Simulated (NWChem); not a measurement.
Molecule: CH7NSi2; SMILES N1[SiH2][SiH2]C1

```xyz
11

C      1.2686     0.7172     0.0000
N      1.1091    -0.7355     0.0000
Si    -0.5798    -1.1676     0.0000
Si    -0.6083     1.1676     0.0000
H      1.7982     1.1047     0.8914
H      1.7982     1.1047    -0.8914
H      1.9403    -1.3164     0.0000
H     -1.0649    -1.9300    -1.1987
H     -1.0649    -1.9300     1.1987
H     -1.0743     1.9060    -1.2140
H     -1.0743     1.9060     1.2140
```
Atoms are numbered in this order, from 1.

Results from NWChem. Pople sets run with spherical d functions. Geometry: optimised at PBE0/def2-SVP.

**Question.** Order these by “dipole (D)”, lowest first: Hartree-Fock/6-311++G**; Hartree-Fock/6-31+G*; Hartree-Fock/STO-3G; Hartree-Fock/6-31G*.

**Answer.** Hartree-Fock/6-311++G** (0.55), Hartree-Fock/6-31+G* (0.62), Hartree-Fock/6-31G* (0.67), Hartree-Fock/STO-3G (0.80)
